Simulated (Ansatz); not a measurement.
Cost and result for the atomization energy of `CCI` (8 atoms, 7 bonds).

Total charge 0; spin multiplicity 1. Correlated methods include outer-core shells of I, which these sets cover unevenly. I: def2 effective core potential. Geometry: relaxed with PBE0-D4/def2-TZVP. Program: Ansatz. All runs use 4 threads of an Arm Neoverse V2 on a shared host. Times are those of one run each, without the atoms' runs, and a repeat can differ threefold. Electronic energies, without spin–orbit coupling; frozen cores. CCSD(T)/CBS adds CCSD(T) − MP2 in def2-TZVPP to the MP2 limit, and its time is that of the two runs behind it. T1 = 0.008. With those shells the extrapolation isn't a true limit.

CCSD(T)/CBS is a level of theory with its own doubt, some kJ/mol a heavy atom from the limit and from the frozen cores, so smaller differences don't rank the functionals.

| level | functions | wall time |
| --- | --- | --- |
| LDA (SPW92)/def2-TZVPP | 182 | 0.7 s |
| PBE-D4/def2-TZVPP (with forces) | 182 | 1.4 s |
| CAM-B3LYP-D4/def2-TZVPP | 182 | 1.8 s |
| BHLYP-D4/def2-TZVPP | 182 | 1.9 s |
| CCSD(T)/def2-SVP | 79 | 1.9 s |
| r2SCANh-D4/def2-TZVPP | 182 | 2.6 s |
| PBE-QIDH/def2-TZVPP | 182 | 2.9 s |
| ωB97X-V/def2-TZVPP | 182 | 4.1 s |
| B97M-V/def2-TZVPP | 182 | 5 s |
| ωB97M-V/def2-TZVPP (with forces) | 182 | 6 s |
| MP2/def2-QZVPP | 346 | 8 s |
| CCSD(T)/def2-TZVPP | 182 | 41 s |
| CCSD(T)/CBS(def2) | – | 49 s |

Question: What atomization energy does each give, and how far from CCSD(T)/CBS? (Estimate.)

Answer: Computed: 
| level | atomization (kcal/mol) | difference from CCSD(T)/CBS | per bond |
| --- | --- | --- | --- |
| LDA (SPW92)/def2-TZVPP | 757.9 | 86.5 | 12.3 |
| PBE-D4/def2-TZVPP (with forces) | 680.3 | 8.9 | 1.3 |
| CAM-B3LYP-D4/def2-TZVPP | 669.1 | -2.3 | -0.3 |
| BHLYP-D4/def2-TZVPP | 653.4 | -18.0 | -2.6 |
| CCSD(T)/def2-SVP | 638.5 | -32.9 | -4.7 |
| r2SCANh-D4/def2-TZVPP | 667.1 | -4.3 | -0.6 |
| PBE-QIDH/def2-TZVPP | 667.8 | -3.6 | -0.5 |
| ωB97X-V/def2-TZVPP | 667.9 | -3.5 | -0.5 |
| B97M-V/def2-TZVPP | 668.1 | -3.3 | -0.5 |
| ωB97M-V/def2-TZVPP (with forces) | 667.8 | -3.6 | -0.5 |
| MP2/def2-QZVPP | 671.0 | -0.4 | -0.1 |
| CCSD(T)/def2-TZVPP | 655.4 | -16.0 | -2.3 |
| CCSD(T)/CBS(def2) | 671.4 | 0.0 | 0.0 |

From PBE to PBE0 (25 % exact exchange), in def2-TZVPP and without D4, the atomization energy moves by −7.5 kcal/mol: exact exchange takes away binding that semilocal exchange gives to molecules. At CCSD(T), def2-SVP lies −33.0 kcal/mol from the extrapolated value and def2-TZVPP −16.1 kcal/mol: correlation converges slowly with the basis, and small sets miss more of it in the bonded molecule than in its fragments. In def2-TZVPP, CCSD(T) changes the Hartree–Fock value by +155.4 kcal/mol (the triples alone add +8.8 kcal/mol) and MP2 by +161.6 kcal/mol; breaking electron pairs costs correlation energy, which Hartree–Fock lacks.

Spin–orbit coupling would lower the free I atoms strongly, and the atomization energy with them, by more than many differences here.
